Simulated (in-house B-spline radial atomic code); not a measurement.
Nb⁵⁺. Computed with a B-spline radial atomic code. Model: all-electron spherical atom, spin shells full or empty, radial basis limit, no spin-orbit coupling: exact exchange with a local potential (Slater, KLI or optimised effective potential, whose far tail is KLI's), no correlation.

Exchange potential has not reached -1/r at the last radius.

The run also made RPA and GW results, which its time includes.

The Slater potential averages the orbital exchange potentials with the orbital densities as weights, KLI adds orbital constants, and the optimised effective potential minimises the exact-exchange energy among local potentials. So their energies lie above Hartree-Fock in the order OEP, KLI, Slater. All fall off as −1/r, unlike LDA and GGA exchange.

Command:
```bash
python run_gw.py task.json out
```
Settings (lengths in bohr, energies in hartree):
```
Z                      41
electrons              36
configuration          [Ar] 3d10 4s2 4p6
hamiltonian            nr
method                 oep
lmax                   9
spin_polarised         False
box_radius             10.43
intervals              72
```

Run time, properties included: 5.8 s on 1 thread of Arm Neoverse N1, with other jobs on the host.

Given: hamiltonian non-relativistic; mean-field start exchange-only OEP.

Computed: energy above Hartree-Fock 11.586 millihartree; virial ratio -E/T less 1 0.

```json
{"radius (bohr)": "0.00122", "r times exchange potential (hartree bohr)": "-0.040664"}
{"radius (bohr)": "0.00151", "r times exchange potential (hartree bohr)": "-0.050282"}
{"radius (bohr)": "0.00187", "r times exchange potential (hartree bohr)": "-0.062184"}
{"radius (bohr)": "0.00231", "r times exchange potential (hartree bohr)": "-0.076648"}
{"radius (bohr)": "0.00285", "r times exchange potential (hartree bohr)": "-0.094262"}
{"radius (bohr)": "0.00353", "r times exchange potential (hartree bohr)": "-0.11618"}
{"radius (bohr)": "0.00437", "r times exchange potential (hartree bohr)": "-0.14278"}
{"radius (bohr)": "0.0054", "r times exchange potential (hartree bohr)": "-0.17457"}
{"radius (bohr)": "0.00668", "r times exchange potential (hartree bohr)": "?"}
{"radius (bohr)": "0.00827", "r times exchange potential (hartree bohr)": "-0.25739"}
{"radius (bohr)": "0.0102", "r times exchange potential (hartree bohr)": "-0.30768"}
{"radius (bohr)": "0.0126", "r times exchange potential (hartree bohr)": "-0.36368"}
{"radius (bohr)": "0.0156", "r times exchange potential (hartree bohr)": "-0.42327"}
{"radius (bohr)": "0.0193", "r times exchange potential (hartree bohr)": "-0.48106"}
{"radius (bohr)": "0.0239", "r times exchange potential (hartree bohr)": "-0.52985"}
{"radius (bohr)": "0.0296", "r times exchange potential (hartree bohr)": "-0.55788"}
{"radius (bohr)": "0.0366", "r times exchange potential (hartree bohr)": "-0.5518"}
{"radius (bohr)": "0.0453", "r times exchange potential (hartree bohr)": "-0.51549"}
{"radius (bohr)": "0.056", "r times exchange potential (hartree bohr)": "-0.51512"}
{"radius (bohr)": "0.0693", "r times exchange potential (hartree bohr)": "-0.625"}
{"radius (bohr)": "0.0857", "r times exchange potential (hartree bohr)": "-0.78354"}
{"radius (bohr)": "0.106", "r times exchange potential (hartree bohr)": "-0.91059"}
{"radius (bohr)": "0.131", "r times exchange potential (hartree bohr)": "-0.97369"}
{"radius (bohr)": "0.162", "r times exchange potential (hartree bohr)": "-0.93768"}
{"radius (bohr)": "0.201", "r times exchange potential (hartree bohr)": "-0.82798"}
{"radius (bohr)": "0.248", "r times exchange potential (hartree bohr)": "?"}
{"radius (bohr)": "0.307", "r times exchange potential (hartree bohr)": "-1.2139"}
{"radius (bohr)": "0.38", "r times exchange potential (hartree bohr)": "-1.392"}
{"radius (bohr)": "0.47", "r times exchange potential (hartree bohr)": "-1.425"}
{"radius (bohr)": "0.581", "r times exchange potential (hartree bohr)": "-1.2717"}
{"radius (bohr)": "0.719", "r times exchange potential (hartree bohr)": "-0.98589"}
{"radius (bohr)": "0.889", "r times exchange potential (hartree bohr)": "-1.126"}
{"radius (bohr)": "1.1", "r times exchange potential (hartree bohr)": "-1.3552"}
{"radius (bohr)": "1.36", "r times exchange potential (hartree bohr)": "-1.4182"}
{"radius (bohr)": "1.68", "r times exchange potential (hartree bohr)": "-1.3801"}
{"radius (bohr)": "2.08", "r times exchange potential (hartree bohr)": "-1.2891"}
{"radius (bohr)": "2.57", "r times exchange potential (hartree bohr)": "-1.1973"}
```

(1) What belongs in the row 0.00668?

(2) What belongs in the row 0.248?

```tsv
occupied	level (hartree)	Hartree-Fock level (hartree)
1s	-677.51	-687.85
2s	-95.62	-99.409
2p	-88.039	-91.256
3s	-18.251	-19.652
3p	?	?
3d	-10.087	-10.727
4s	-4.5756	-4.7927
4p	-3.7465	-3.7467
```

(3) What belongs in the row 3p?

| empty | level (hartree) |
| --- | --- |
| 4d | -2.4409 |
| 5s | ? |
| 5p | -1.6638 |
| 4f | -1.3276 |

(4) What belongs in the row 5s?

Results:

(1) r times exchange potential (hartree bohr): -0.21262.

(2) r times exchange potential (hartree bohr): -0.93491.

(3) level (hartree): -15.359; Hartree-Fock level (hartree): -16.487.

(4) level (hartree): -1.9292.

The highest level, 4p, differs from Hartree-Fock by +0.0037 eV and the deepest, 1s, by +281 eV: a local potential can match the highest level but can't give each shell its own exchange.
